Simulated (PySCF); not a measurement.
These are B3LYP-D3(BJ)/def2-TZVP // B3LYP-D3(BJ)/def2-SVP in PySCF values and carry that method's errors. All species are isolated molecules in the gas phase. One relaxed conformer stands for a flexible species; it need not be the lowest. B3LYP has the VWN-RPA correlation part, as in Gaussian. Excitations are Tamm–Dancoff values on a coarser integration grid. The basis has no diffuse functions, so Rydberg states are missing or too high.

Reference species (SMILES): `[SiH2]([SiH2][SiH2]C(F)(F)F)OC` (neutral, multiplicity 1).

- S1–T1 gap (TDA): 0.53 eV
- brightest of the four lowest singlets (TDA): 6.30 eV

Changed species: `[SiH2](C(F)(F)F)[Si@H]([SiH3])OC` (C–O–Si–Si torsion 63°, Si–Si–Si–C torsion -44°).

Q: What does the change do to the S1–T1 gap (TDA) and brightest of the four lowest singlets (TDA)?

A: the S1–T1 gap (TDA) rises by 0.04 eV, to 0.57 eV; the brightest of the four lowest singlets (TDA) increases by 0.02 eV, to 6.32 eV.
